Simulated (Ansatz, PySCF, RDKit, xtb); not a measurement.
CH4 (SMILES C) and CH5N (SMILES CN) are pulled apart as rigid monomers along the line of their centres of mass, from the B3LYP-D3(BJ)/def2-TZVP minimum. Starting geometry (charge 0, multiplicity 1):
```xyz
12

C     -0.005    -0.045    -0.385
H      0.101     0.345    -1.397
H     -0.258    -1.103    -0.433
H      0.932     0.083     0.154
H     -0.797     0.498     0.130
C     -0.162     0.746     3.365
N      0.073    -0.689     3.209
H      0.226     1.071     4.332
H     -1.237     0.935     3.368
H      0.289     1.379     2.589
H      1.065    -0.893     3.217
H     -0.286    -1.014     2.320
```

Interaction energies with rigid monomers; basis-set methods are counterpoise corrected unless marked otherwise.

Cores are frozen in the correlated methods. Rows in 6-311+G** carry no dispersion term and start afresh at each structure.

The values were computed with Ansatz (Gaussian orbitals); PySCF for 6-311+G** rows; RDKit for the force fields; xtb for the GFN methods. Values without a source in brackets are computed.

```json
[
 {"C1···H12 (Å)": "2.62", "MMFF94 (kcal/mol)": "0.35", "GFN-FF (kcal/mol)": "-0.28", "B3LYP/6-311+G** (no counterpoise) (kcal/mol)": "1.24", "PBE0/def2-TZVPPD (kcal/mol)": "0.46", "CCSD/aug-cc-pVDZ (kcal/mol)": "0.15"},
 {"C1···H12 (Å)": "2.89", "MMFF94 (kcal/mol)": "-0.46", "GFN-FF (kcal/mol)": "-0.59", "B3LYP/6-311+G** (no counterpoise) (kcal/mol)": "0.41", "PBE0/def2-TZVPPD (kcal/mol)": "-0.15", "CCSD/aug-cc-pVDZ (kcal/mol)": "-0.49"},
 {"C1···H12 (Å)": "3.29", "MMFF94 (kcal/mol)": "-0.48", "GFN-FF (kcal/mol)": "?", "B3LYP/6-311+G** (no counterpoise) (kcal/mol)": "0.09", "PBE0/def2-TZVPPD (kcal/mol)": "-0.28", "CCSD/aug-cc-pVDZ (kcal/mol)": "-0.52"},
 {"C1···H12 (Å)": "3.99", "MMFF94 (kcal/mol)": "?", "GFN-FF (kcal/mol)": "-0.29", "B3LYP/6-311+G** (no counterpoise) (kcal/mol)": "0.04", "PBE0/def2-TZVPPD (kcal/mol)": "-0.13", "CCSD/aug-cc-pVDZ (kcal/mol)": "-0.25"},
 {"C1···H12 (Å)": "5.11", "MMFF94 (kcal/mol)": "-0.05", "GFN-FF (kcal/mol)": "-0.09", "B3LYP/6-311+G** (no counterpoise) (kcal/mol)": "0.00", "PBE0/def2-TZVPPD (kcal/mol)": "-0.02", "CCSD/aug-cc-pVDZ (kcal/mol)": "-0.07"}
]
```

Task: Complete the blanks.

Result: 
- 3.29, GFN-FF (kcal/mol): -0.55
- 3.99, MMFF94 (kcal/mol): -0.21

Ansatz is a program for electronic structure.
